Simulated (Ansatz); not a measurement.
Consider the redistribution: `B[SiH](F)[SiH2]N` + `OCNBCl` → `B[SiH](F)BCl` + `N[SiH2]NCO`.

Calculated with Ansatz (gas phase, PBE0-D4/def2-TZVP geometries, no zero-point term in ΔE). CCSD(T)/CBS is the MP2 limit (def2-TZVPP, def2-QZVPP) plus CCSD(T) − MP2 in def2-TZVPP, frozen cores. Functionals use def2-TZVPP. Each species was taken in one conformer, which may not be the lowest.

```tsv
level	ΔE (kJ/mol)
r2SCAN	83.9
CCSD/def2-TZVPP	76.3
```

Problem. What does CCSD(T)/CBS give? (An estimate is asked.)

Solution. Ansatz gave: +76.5 kJ/mol. The listed levels differ from it by 7.4, -0.2 kJ/mol.

Largest T1 diagnostic among the species: 0.014.

In def2-TZVPP, CCSD(T) changes the Hartree–Fock value by +7.4 kJ/mol (the triples alone add +1.6 kJ/mol) and MP2 by +7.1 kJ/mol. From PBE to PBE0 (25 % exact exchange), in def2-TZVPP and without D4, ΔE moves by −3.1 kJ/mol.
